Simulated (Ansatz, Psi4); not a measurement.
The Ansatz (a quantum-chemistry and plane-wave program) input:
Ansatz 0.2 input:
```yaml
crystal:
  periodic: [false, false, false]
  atoms:
    - {symbol: O, position_ang: [0.07243737, 1.40320982, -0.19733602]}
    - {symbol: C, position_ang: [-0.00374291, 0.03902709, 0.51456769]}
    - {symbol: H, position_ang: [0.67877388, 1.90342080, 0.35574421]}
    - {symbol: C, position_ang: [-1.29548155, -0.57666788, -0.04347091]}
    - {symbol: C, position_ang: [1.16825520, -0.77939168, -0.07495182]}
    - {symbol: H, position_ang: [-1.32161314, -0.69032542, -1.14781489]}
    - {symbol: H, position_ang: [1.15603930, -0.89633139, -1.17974156]}
    - {symbol: H, position_ang: [-2.15685030, 0.03773779, 0.23654104]}
    - {symbol: H, position_ang: [2.12944108, -0.31822607, 0.18678398]}
    - {symbol: H, position_ang: [-1.44057069, -1.57307732, 0.39121968]}
    - {symbol: H, position_ang: [1.16109647, -1.78668206, 0.35908608]}
basis:
  gaussian:
    orbitals: def2-SVP
total_charge: -1
magnetization: {spin_polarized: false}
correlation: {method: mp2, electrons: outside_noble_gas}
accuracy: high
```

Question: Convert this to an input for Psi4.

Answer: This is not unique; one that fits is 
```
memory 2 GB

molecule mol {
-1 1
  O     0.072437    1.403210   -0.197336
  C    -0.003743    0.039027    0.514568
  H     0.678774    1.903421    0.355744
  C    -1.295482   -0.576668   -0.043471
  C     1.168255   -0.779392   -0.074952
  H    -1.321613   -0.690325   -1.147815
  H     1.156039   -0.896331   -1.179742
  H    -2.156850    0.037738    0.236541
  H     2.129441   -0.318226    0.186784
  H    -1.440571   -1.573077    0.391220
  H     1.161096   -1.786682    0.359086
}

set basis def2-svp
set reference rhf
set freeze_core true
set mp2_type conv
set scf_type pk
set puream true
set d_convergence 1e-8

energy('mp2')
print_variables()
```

Both were run: Ansatz gave -192.902574 Eh and Psi4 -192.902574 Eh, 0.000 mEh apart.
